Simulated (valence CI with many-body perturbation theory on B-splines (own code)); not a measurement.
## Ce XXVI: what the settings do

Computed by valence CI with perturbative core correlation (CI+MBPT): five valence electrons over a frozen Dirac-Fock core [Ar] 3d10, a basis of 6 s, 6 p, 5 d, 3 f, 1 g functions for each j, with the one-electron correlation potential Σ1 (screened to all orders), the two-electron term Σ2, the three-electron term Σ3, Breit, model QED; selected single and double excitations, second order for the rest, scaled by the run's own slope (own B-spline code, finite nucleus).

No measured levels were compared; by estimate levels hold to about 250 cm⁻¹ or 0.2 % of their energy and the worst to 1 %, as in measured heavy ions of charge 2 to 7; those with d or f electrons hold less well. Among the levels kept, up to 600 cm⁻¹ of a level comes from second order outside the variational space, and about a tenth of that is noise between levels of different J, which matters for small intervals.

The reference run has the lowest level (4s^2 4p1/2^2 4p3/2) J=3/2 and an ionisation energy of 863.522 eV. Its largest variational space holds 10000 state functions.

Levels are named by their leading jj configuration (3d3/2^4 stands for four electrons in 3d with j = 3/2), which in mixed levels can hold well under half, so a name can repeat and another be missing. Letters in brackets count levels of one name in rising energy.

Changed runs:
A. scale of Σ2 1 → 0.5
B. Breit term on → off; QED terms on → off; shift of the energy in Σ1 (hartree) 0 → 5
C. scale of Σ2 1 → 1.2; Davidson tolerance 2e-05 → 0.0003
D. scale of Σ1 1 → 3 (bad on purpose)

Excitation energies of the reference run in cm⁻¹, and shifts in cm⁻¹:

| Level | Reference | A | B | C | D |
| --- | --- | --- | --- | --- | --- |
| (4s^2 4p1/2 4p3/2^2) J=3/2 | 169836 | -497 | +2198 | +200 | +2063 |
| (4s^2 4p1/2 4p3/2^2) J=5/2 | 199263 | -264 | +2384 | +106 | +2120 |
| (4s^2 4p1/2 4p3/2^2) J=1/2 | 236935 | +66 | +2213 | -26 | +2161 |
| (4s^2 4p3/2^3) J=3/2 | 410263 | -486 | +4523 | +195 | +4269 |
| (4s 4p1/2^2 4p3/2^2) J=5/2 | 642030 | -998 | +3379 | +398 | +1524 |
| (4s 4p1/2^2 4p3/2^2) J=3/2 | 714108 | -78 | +3317 | +17 | +1346 |
| (4s 4p1/2^2 4p3/2^2) J=1/2 | 724213 | -37 | +3476 | +5.5 | +1832 |
| (4s^2 4p1/2^2 4d3/2) J=3/2 | 806073 | +138 | +2663 | -73 | -313 |
| (4s 4p1/2 4p3/2^3) J=3/2 [a] | 845118 | -400 | +4882 | +172 | +2828 |
| (4s^2 4p1/2^2 4d5/2) J=5/2 | 864744 | +721 | +3366 | -311 | -130 |
| (4s 4p1/2 4p3/2^3) J=5/2 | 878434 | -492 | +5388 | +208 | +3117 |
| (4s 4p1/2 4p3/2^3) J=1/2 | 917817 | +340 | +5074 | -147 | +2817 |
| Ionisation energy (eV) | 863.522 | -0.034 | +0.621 | +0.014 | +2.694 |
